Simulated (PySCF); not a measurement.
**Field gradients at the hydrogen positions**

C5H18Si3.
Numbering: `[CH3:1][C:2]([CH3:3])([CH3:4])[CH2:5][SiH:6]([SiH3:7])[SiH3:8]` (hydrogens: H9, H10, H11 on C1; H12, H13, H14 on C3; H15, H16, H17 on C4; H18, H19 on C5; H20 on Si6; H21, H22, H23 on Si7; H24, H25, H26 on Si8)

Structure used (GFN2-xTB), in Å, numbered top down from 1:
```xyz
26
C5H18Si3 angstrom
C     -1.1159   -0.7956    1.2259
C     -1.2668   -0.3001   -0.2121
C     -1.5081    1.2093   -0.2026
C     -2.4851   -0.9858   -0.8457
C     -0.0272   -0.6500   -1.0434
Si     1.7078   -0.0387   -0.4848
Si     2.4806   -1.1050    1.4322
Si     1.9591    2.2716   -0.4951
H     -0.3285   -0.2533    1.7448
H     -0.8727   -1.8556    1.2436
H     -2.0444   -0.6502    1.7749
H     -0.7027    1.7315    0.3087
H     -2.4396    1.4378    0.3121
H     -1.5763    1.5946   -1.2177
H     -3.3929   -0.7396   -0.2983
H     -2.3653   -2.0674   -0.8373
H     -2.6120   -0.6652   -1.8780
H     -0.1918   -0.2871   -2.0617
H      0.0282   -1.7396   -1.1238
H      2.5402   -0.5443   -1.6085
H      3.9382   -1.2546    1.4030
H      1.9396   -2.4475    1.6671
H      2.1818   -0.3336    2.6451
H      3.3452    2.6389   -0.7962
H      1.6615    2.8546    0.8194
H      1.1259    2.9976   -1.4580
```

Level: PBE0/pcSseg-1 (PySCF, non-relativistic); Q(2H) = 0.00286 b; rigid geometry, the same for H and D, with no vibrational averaging.

**Question.** Rank these positions by the coupling χzz of a deuteron there, largest first.
A. H18 (methylene hydrogen)
B. H24 (Si–H hydrogen)
C. H15 (methyl hydrogen)
D. H20 (Si–H hydrogen)

**Answer.** C (211 kHz), A (206 kHz), B (110 kHz), D (101 kHz).

**Question.** What are Vzz, η and χzz (234.96 MHz × Q × Vzz) at all hydrogens?

**Answer.** 
| atom | bonded to | bond length (Å) | Vzz (au) | η | χzz (kHz) |
| --- | --- | --- | --- | --- | --- |
| H9 | C1 | 1.088 | 0.3149 | 0.01 | 212 |
| H10 | C1 | 1.088 | 0.3148 | 0.01 | 212 |
| H11 | C1 | 1.088 | 0.3142 | 0.02 | 211 |
| H12 | C3 | 1.088 | 0.3169 | 0.01 | 213 |
| H13 | C3 | 1.088 | 0.3140 | 0.02 | 211 |
| H14 | C3 | 1.088 | 0.3149 | 0.01 | 212 |
| H15 | C4 | 1.088 | 0.3144 | 0.02 | 211 |
| H16 | C4 | 1.088 | 0.3147 | 0.02 | 211 |
| H17 | C4 | 1.088 | 0.3145 | 0.02 | 211 |
| H18 | C5 | 1.093 | 0.3069 | 0.03 | 206 |
| H19 | C5 | 1.094 | 0.3060 | 0.03 | 206 |
| H20 | Si6 | 1.487 | 0.1505 | 0.00 | 101 |
| H21 | Si7 | 1.466 | 0.1641 | 0.01 | 110 |
| H22 | Si7 | 1.466 | 0.1640 | 0.00 | 110 |
| H23 | Si7 | 1.468 | 0.1620 | 0.00 | 109 |
| H24 | Si8 | 1.465 | 0.1642 | 0.01 | 110 |
| H25 | Si8 | 1.468 | 0.1617 | 0.01 | 109 |
| H26 | Si8 | 1.466 | 0.1644 | 0.00 | 110 |

**Question.** Average by the element that carries the hydrogen.

**Answer.** on C: 211 kHz over 11 positions, mean bond length 1.089 Å; on Si: 109 kHz over 7 positions, mean bond length 1.470 Å.

One conformer (not necessarily the lowest) at the GFN2-xTB geometry, without solvent, vibrations or thermal averaging. GFN2-xTB bond lengths can be off by several hundredths of an ångström, more for odd bonds, and the gradients follow them. The basis is small and wasn't made for field gradients, so the couplings can be 20 % off.

These values come from a run that also computed NMR shieldings. Time: 2.1 min wall (grids of density and orbitals included); peak memory 1.2 GiB. Hardware: one thread, Arm Neoverse N1 (aarch64), no GPU (shared host).
